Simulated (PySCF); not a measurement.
H₄F₂Si₂ (SMILES F[SiH](F)[SiH3]), singlet, at a GFN2-xTB geometry; PBE/def2-SVPD, polarisability (PySCF).

PySCF was given this input:
```python
from pyscf import gto, scf, dft
from pyscf.prop import polarizability

mol = gto.M(
    atom='''
Si   -1.70267302    0.18805180    0.22108506
Si    0.58198983   -0.01347415    0.30444202
F     1.28019874    1.03459946   -0.69158380
F     1.05371790   -1.39346037   -0.36695340
H    -2.24393684    0.03604865   -1.13371873
H    -2.11568830    1.50386701    0.71970768
H    -2.33422812   -0.82849089    1.06876165
H     1.37816834    0.07423637    1.51470523
''',
    basis='def2-svpd',
    verbose=3,
)

mf = dft.RKS(mol)
mf.xc = 'pbe'
mf.kernel()
alpha = mf.Polarizability().polarizability()[2, 2]
print('alpha_zz =', alpha)
```

Q: Write the output that PySCF gives for this input, abridged.

A: 
```
site-packages/pyscf/prop/efg/rhf.py:45: UserWarning: Module EFG is under testing
  warnings.warn('Module EFG is under testing')
site-packages/pyscf/prop/efg/dhf.py:30: UserWarning: Module EFG is under testing
  warnings.warn('Module EFG is under testing')
site-packages/pyscf/prop/zfs/uhf.py:40: UserWarning: Module ZFS is under testing
  warnings.warn('Module ZFS is under testing')
site-packages/pyscf/prop/gtensor/uhf.py:43: UserWarning: Module g-tensor is under testing
  warnings.warn('Module g-tensor is under testing')
site-packages/pyscf/prop/gtensor/uks.py:41: UserWarning: Module g-tensor is under testing
  warnings.warn('Module g-tensor is under testing')
site-packages/pyscf/prop/hfc/uks.py:35: UserWarning: Module HFC is under testing
  warnings.warn('Module HFC is under testing')
site-packages/pyscf/prop/magnetizability/rhf.py:39: UserWarning: Module magnetizability is under testing
  warnings.warn('Module magnetizability is under testing')
site-packages/pyscf/prop/magnetizability/uhf.py:37: UserWarning: Module magnetizability is under testing
  warnings.warn('Module magnetizability is under testing')
site-packages/pyscf/prop/magnetizability/rks.py:37: UserWarning: Module magnetizability is under testing
  warnings.warn('Module magnetizability is under testing')
site-packages/pyscf/prop/magnetizability/uks.py:39: UserWarning: Module magnetizability is under testing
  warnings.warn('Module magnetizability is under testing')
site-packages/pyscf/prop/polarizability/uhf.py:34: UserWarning: Module polarizability is under testing
  warnings.warn('Module polarizability is under testing')
site-packages/pyscf/prop/polarizability/rks.py:29: UserWarning: Module polarizability is under testing
  warnings.warn('Module polarizability is under testing')
site-packages/pyscf/prop/polarizability/uks.py:29: UserWarning: Module polarizability is under testing
  warnings.warn('Module polarizability is under testing')
converged SCF energy = -780.357481140342
alpha_zz = 51.944348184093755
```
